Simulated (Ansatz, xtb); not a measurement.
# B2GaH3O: 4 structures ranked

4 gas-phase structures of B2GaH3O, found in a search over its isomers (lower ones may exist). Each was relaxed with GFN2-xTB:

A. a singlet given by its coordinates
B. `BB[O][Ga]`, a triplet
C. `BB[O][Ga]`, a singlet
D. a singlet given by its coordinates

D (Å):

```xyz
7

B    -1.4328   -1.3937    1.4136
B    -0.4398   -0.3561    0.6206
Ga   -1.3745    1.6249    1.0495
O    -2.2100   -2.0985    1.9873
H     0.6372   -0.1205    1.0598
H    -0.5134   -0.3090   -0.5640
H    -2.0594    3.2551    1.3476
```

Close contacts (Å): B1–B2 1.64, B1–O4 1.20, B2–Ga3 2.23, B2–H5 1.19, B2–H6 1.19, Ga3–H7 1.79.

A (Å):

```xyz
7

B    -0.7927    1.1406    0.3611
B     0.7878    1.0608    0.4797
Ga    0.4061    0.5341   -2.4859
O    -0.4209    0.8777   -0.9216
H    -1.9157    1.2721    0.6738
H     1.3432    0.0241    0.6041
H     1.4703    1.9960    0.2379
```

Close contacts (Å): B1–B2 1.59, B1–O4 1.36, B2–O4 1.86, Ga3–O4 1.80, B1–H5 1.17, B2–H6 1.18, B2–H7 1.18.

Q: Estimate their order in r2SCAN-D4/def2-SVP energy at these geometries, lowest first.

A: Calculated order at r2SCAN-D4/def2-SVP: C (0.0), D (5.9), A (6.0), B (45.9) kcal/mol. Less than 1 kcal/mol parts D and A, so the order within that pair means little.

Energies above the lowest of each column, in kcal/mol; the last columns are at B3LYP-D3(BJ)/def2-SVP geometries and were run for some of them only (a dash: not run or not comparable):

```
structure  GFN2-xTB  HF/STO-3G  r2SCAN-D4/def2-SVP  B3LYP-D3(BJ)/def2-SVP  CCSD(T)/def2-TZVP
        C       0.0       65.7                 0.0                    0.0                0.0
        D      35.6      111.4                 5.9                    3.7                0.7
        A       2.8       81.4                 6.0           relaxes to C                  –
        B         –        0.0                45.9                      –                  –
```

CCSD(T)/def2-TZVP puts C lowest of those it was run on, with D within 1 kcal/mol; HF/STO-3G picks B. Some further structures that were screened fall inside this span and aren't listed. Flexible structures stand in one conformer each, not always the lowest. Frequencies (B3LYP-D3(BJ)/def2-SVP) were run for C, D alone. GFN2-xTB has no spin polarisation and isn't compared across spin states. Open shells are spin-unrestricted.

Programs: Ansatz 0.2.0, xtb 6.7.1.
